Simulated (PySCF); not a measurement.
Cartesian coordinates in Å; atom numbers follow the order of the lines, from 1:
```xyz
11

O    -1.290   -1.413    0.754
C    -1.875   -0.539    0.165
C    -1.151    0.704   -0.283
N     0.091    0.851   -0.120
Si    1.245   -0.279    0.619
O     2.746    0.370    0.324
H    -2.966   -0.612   -0.060
H    -1.768    1.494   -0.753
H     1.275   -1.619   -0.018
H     0.941   -0.313    2.080
H     2.788    1.331    0.353
```

Geometry: PBE0-D3(BJ)/def2-SVP; GIAO shifts from PySCF 2.14, gas phase, non-relativistic, averaged over equivalent atoms.

At PBE0/pcSseg-0 (68 basis functions, 6.2 s wall time on 1 thread of an Arm Neoverse V1, shared host):
```json
{"atoms": "O1", "δ (ppm)": "765.4"}
{"atoms": "O6", "δ (ppm)": "22.3"}
{"atoms": "C2", "δ (ppm)": "196.5"}
{"atoms": "C3", "δ (ppm)": "173.7"}
{"atoms": "N4", "δ (ppm)": "510.5"}
{"atoms": "Si5", "δ (ppm)": "-38.4"}
{"atoms": "H7", "δ (ppm)": "9.84"}
{"atoms": "H8", "δ (ppm)": "9.46"}
{"atoms": "H9/H10", "δ (ppm)": "6.17"}
{"atoms": "H11", "δ (ppm)": "0.92"}
```

Chemical shifts δ = σref − σ; $^{17}$O (337.86 ppm) vs H2O; $^{13}$C (193.52 ppm) and $^{29}$Si (348.52 ppm) and $^{1}$H (32.83 ppm) against TMS; $^{15}$N (266.02 ppm) vs NH3, all at this level.

Estimate the result of repeating the calculation with KT2/pcSseg-2.

## Answers


| atoms | δ at KT2/pcSseg-2 | change |
| --- | --- | --- |
| O1 | 642.5 | -122.9 |
| O6 | 57.7 | +35.4 |
| C2 | 174.9 | -21.6 |
| C3 | 161.6 | -12.1 |
| N4 | 446.4 | -64.1 |
| Si5 | -30.3 | +8.1 |
| H7 | 9.16 | -0.68 |
| H8 | 9.05 | -0.41 |
| H9/H10 | 5.56 | -0.61 |
| H11 | 1.33 | +0.41 |

Referencing at the same level of theory: $^{17}$O (σref 324.36) against H2O; TMS for $^{13}$C (σref 182.28) and $^{29}$Si (σref 350.99) and $^{1}$H (σref 31.18); $^{15}$N (σref 260.12) vs NH3.

The largest change is at O1 (aldehyde oxygen). Cost: 293 basis functions, 59 s wall time on 1 thread of an Arm Neoverse V1, shared host.

Unscaled 17O shifts of doubly bonded oxygen tend to come out too high, by tens of ppm or more. Experimental scales use liquid or dissolved standards, which lie at an offset from isolated NH3 (liquid NH3: subtract about 20 ppm) and H2O (liquid H2O: subtract about 36 ppm). Unscaled 15N shifts of sp2 nitrogen often come out too high even then, by a few to some tens of ppm.
